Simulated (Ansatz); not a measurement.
Other settings, tried on the cluster Ca₃Te₂ (the lowest singlet isomer of a short search).

```yaml
crystal:
  periodic: [false, false, false]
  atoms:
    - {symbol: Ca, position_ang: [0.123094, -1.613386, -1.317862]}
    - {symbol: Ca, position_ang: [1.651432, 1.245006, 0.278076]}
    - {symbol: Ca, position_ang: [-1.772897, 0.368186, 1.038939]}
    - {symbol: Te, position_ang: [-0.678534, 1.256838, -1.601445]}
    - {symbol: Te, position_ang: [0.676905, -1.256644, 1.602282]}
basis:
  gaussian: {orbitals: def2-TZVPD}
hamiltonian: {xc: {name: rPW86-PBE}, dispersion: rvv10}
output: {forces: true}
```

```sh
$ ansatz run in.yaml --threads 2 --pin off --events-out ev --progress --plain --max-ram 32768MiB --backend cpu
```

Shortened log:

```
Functional definition: rPW86-PBE+rVV10
1999 factors; their error is unknown
mean field evaluation 1: about -69942.8659 eV, gradient 3.6e1 eV
mean field evaluation 2: about -69924.6185 eV, gradient 8.4e1 eV
mean field evaluation 4: about -69947.4218 eV, gradient 6.3e0 eV
mean field evaluation 8: about -69947.5435 eV, gradient 2.3e-1 eV
mean field evaluation 16: about -69947.4143 eV, gradient 1.5e-3 eV
mean field evaluation 32: about -69947.3888 eV, gradient 8.6e-1 eV
mean field -69947.41429720 eV, -2570.5200633618 hartree, gradient 1.8e-5 eV, S^2 0.000000; 2 other end points of the search recorded, 0 dependent functions left out
reference -69947.41440600 eV, -2570.5200673601 hartree; 54, 54 occupied and 172, 172 virtual orbitals, 1999 factors
Total energy: -69947.41440600 eV, -2570.5200673601 hartree
Atom 0 at     0.123094    -1.613386    -1.317862 Å, force     0.004179    -0.061628    -0.050118 eV/Å
Atom 1 at     1.651432     1.245006     0.278076 Å, force     0.062884     0.047997     0.011051 eV/Å
Atom 2 at    -1.772897     0.368186     1.038939 Å, force    -0.067595     0.014110     0.039668 eV/Å
Atom 3 at    -0.678534     1.256838    -1.601445 Å, force    -0.025456     0.047458    -0.061097 eV/Å
Atom 4 at     0.676905    -1.256644     1.602282 Å, force     0.025988    -0.047937     0.060496 eV/Å
Dipole moment:    -0.000587     0.000062     0.000297 e Å
```

Hardware: 2 threads of AMD EPYC 7R13 on a shared host. Wall time 37 s, peak host memory 0.69 GiB.

In the def2 sets Te takes a core potential; there is no spin–orbit coupling.
